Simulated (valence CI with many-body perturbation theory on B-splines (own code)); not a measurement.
**Zn XVI: key properties**

Computed by relativistic CI+MBPT: five valence electrons over a frozen Dirac-Fock core [Ne], a basis of 9 s, 9 p, 8 d, 6 f, 3 g, 1 h functions for each j, with the one-electron correlation potential Σ1, the two-electron term Σ2, the three-electron term Σ3, Breit, model QED; selected CI, second order for the rest, scaled by the run's own slope (own B-spline code, finite nucleus).

No measured levels were compared; by estimate levels of excited configurations hold to 0.05 to 0.15 % of their energy, terms of the ground configuration to about 0.5 %. Among the levels kept, up to 1600 cm⁻¹ of a level comes from second order outside the variational space, and about a tenth of that is noise between levels of different J, which matters for small intervals.

Rates and lifetimes use the calculated energies. Strong lines usually hold to 10 to 20 %, long lifetimes can be off by a factor of two.

(1) What is the ground level?

(2) What is the ionisation energy?

(3) Where does the other parity begin?

(4) Among levels below 704820 cm⁻¹, which E1 lines absorb most strongly from the ground level?

(5) How well does LS coupling describe the low levels?

Results:

(1) 3s²3p³ ⁴S°_3/2, composition 89 % 3s²3p³ ⁴S° + 7 % 3s²3p³ ²P°, g = 1.934.

(2) 534.6 eV; NIST lists 540 ± 1 eV (semi-empirical).

(3) At 3s3p⁴ ⁴P_5/2, 360390 cm⁻¹.

(4) to 3s²3p²3d ⁴P_5/2 at 15.23 nm, f = 0.547; to 3s²3p²3d ⁴P_3/2 at 15.06 nm, f = 0.355; to 3s²3p²3d ⁴P_1/2 at 15.01 nm, f = 0.133.

(5) Among the lowest 20 levels the leading LS term, summed over configurations, holds 86 % on average. For single configurations the figures are 77 % in LS and 60 % in jj coupling. Terms mix most in the J = 1/2 level at 546980 cm⁻¹, where the leading one holds 53 %.
